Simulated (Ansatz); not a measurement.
`FCC[SiH3]` → `C[SiH3]` + `[CH]F` at 700 K and 1 bar (formal loss of a carbene).

Isolated molecules relaxed with PBE0-D4/def2-TZVP in Ansatz; ΔE leaves out vibrations. CBS: MP2 limit from def2 TZ/QZ plus the TZ coupled-cluster correction, frozen cores. This one scheme is used for every species. Each species was taken in one conformer, which may not be the lowest.

| species | CCSD(T)/CBS energy (Eh) | H − E (kJ/mol) | S (J/(mol·K)) |
| --- | --- | --- | --- |
| `FCC[SiH3]` | -469.17718 | 289.6 | 428.1 |
| `C[SiH3]` | -330.73916 | 210.8 | 332.0 |
| `[CH]F` | -138.29972 | 58.3 | 255.7 |

H − E and S are ideal-gas, rigid-rotor, harmonic terms from PBE0-D4/def2-TZVP, for one conformer and one mirror image of each species. 1 Eh = 2625.50 kJ/mol, R = 8.31446 J/(mol·K).

Problem. By hand: ΔE, ΔH, ΔS and ΔG.

Solution. ΔE = (-330.73916) + (-138.29972) − (-469.17718) = 0.13830 Eh = 363.1 kJ/mol. Δ(H − E) = 210.8 + 58.3 − 289.6 = -20.5, so ΔH = 342.6 kJ/mol. ΔS = 332.0 + 255.7 − 428.1 = 159.6 J/(mol·K). ΔG = 342.6 − 700 × (159.6)/1000 = 230.9 kJ/mol.

Problem. By hand: the equilibrium constant, and the temperature at which ΔG would vanish if ΔH and ΔS stayed fixed.

Solution. log₁₀ K = −ΔG/(RT ln 10) = -17.2. ΔG = 0 at ΔH/ΔS = 2147 K.

The number of gas molecules changes by +1, which sets the sign of ΔS. A doubt of 5 kJ/mol in ΔE shifts log₁₀ K by 0.4 here. Other conformers and mirror images would add mixing entropy, several J/(mol·K) or more a flexible species. These are equilibria of isolated gas molecules and say nothing of rates. Largest T1 diagnostic: 0.018 (customary marks: 0.02 for closed shells, 0.045 for open ones).
